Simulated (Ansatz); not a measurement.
Ideal-gas functions of `ClB(Cl)I` at 500 K and 1 bar, from an Ansatz frequency run at PBE0-D4/def2-TZVP.

Molar mass 208.62 g/mol, point group C2v (symmetry number 2), electronic degeneracy 1, moments of inertia 159.904, 416.687, 576.591 u Å². Harmonic wavenumbers (cm⁻¹, unscaled): 182, 201, 382, 406, 846, 969.

Use S(trans) = R[1.5 ln M + 2.5 ln T − 1.1517]; rotational temperatures θ = 24.2544 K / I; S(rot) = R[ln(√π/σ · √(T³/θAθBθC)) + 1.5]; for each mode x = 1.438777 ν̃/T, S = R[x/(eˣ − 1) − ln(1 − e⁻ˣ)] and H = RT x/(eˣ − 1); 1 cm⁻¹ = 0.0119627 kJ/mol; R = 8.31446 J/(mol·K).

**Question.** By hand: the entropy, in J/(mol·K).

**Answer.** Translation 186.2. Rotation: θ = 0.1517, 0.0582, 0.0421 K, giving 121.8. Vibration, mode by mode: 13.79, 12.98, 7.93, 7.48, 2.71, 2.05, in all 46.9. Electronic 0.0. Sum 354.9 J/(mol·K).

**Question.** By hand: H − E and G − E in kJ/mol, counted from the electronic energy.

**Answer.** Zero-point energy ½ × 2986 × 0.0119627 = 17.9; thermal vibration 12.4; translation, rotation and pV give 4 RT = 16.6. H − E = 46.9 kJ/mol, and G − E = 46.9 − 500 × 354.9/1000 = -130.5 kJ/mol.

Vibration gives 13 % of the entropy.
